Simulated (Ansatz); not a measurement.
Compare A (`C=CB(O)[SeH]`) with its isomer B (`OB1CC[Se]1`).

Program: Ansatz. Geometries: PBE0-D4/def2-TZVP. ΔE: electronic, gas phase. CCSD(T)/CBS is the MP2 limit (def2-TZVPP, def2-QZVPP) plus CCSD(T) − MP2 in def2-TZVPP, frozen cores. DFT in def2-TZVPP. B3LYP here is the variant with VWN-RPA as its local correlation; programs differ in this. For Se outer-core shells are correlated without core-valence functions, which leaves a few kJ/mol of doubt a bond. Scalar relativity is left out up to krypton. One conformer a species, not always the lowest.

A:

```xyz
10

C    -1.361   -0.626    0.432
C    -0.630    0.135   -0.378
B     0.882    0.462   -0.212
O     1.425    1.598   -0.724
Se    2.170   -0.675    0.724
H    -2.426   -0.774    0.283
H    -0.924   -1.124    1.292
H    -1.152    0.619   -1.207
H     0.781    2.167   -1.153
H     1.235   -1.782    0.943
```

B:

```xyz
10

O     2.141    0.641   -0.552
B     0.826    0.440   -0.348
C     0.083   -0.677    0.469
C    -1.339   -0.163    0.179
Se   -0.788    1.390   -0.935
H     2.350    1.404   -1.096
H     0.252   -1.691    0.097
H     0.322   -0.685    1.537
H    -1.888    0.181    1.053
H    -1.959   -0.840   -0.405
```

Problem. Which isomer does CCSD(T)/CBS put lower? Give the gap. (Best estimate.)

Solution. Ansatz gave: B, by 5.4 kcal/mol.

Problem. Give E(B) − E(A) in kcal/mol with ωB97M-V, CCSD(T)/def2-TZVPP, PBE-D4, MP2/def2-TZVPP, B3LYP-D4, r2SCAN-D4, PBE0-D4. (An estimate is asked.)

Solution. The calculation gave: ωB97M-V -6.2, CCSD(T)/def2-TZVPP -5.4, PBE-D4 -7.8, MP2/def2-TZVPP -8.3, B3LYP-D4 -3.1, r2SCAN-D4 -6.3, PBE0-D4 -9.0. None reverses the order clearly.

Largest T1 diagnostic: 0.012.

From PBE to PBE0 (25 % exact exchange), in def2-TZVPP and without D4, E(B) − E(A) moves by −1.2 kcal/mol. In def2-TZVPP, CCSD(T) changes the Hartree–Fock value by −5.3 kcal/mol (the triples alone add −0.3 kcal/mol) and MP2 by −8.2 kcal/mol.
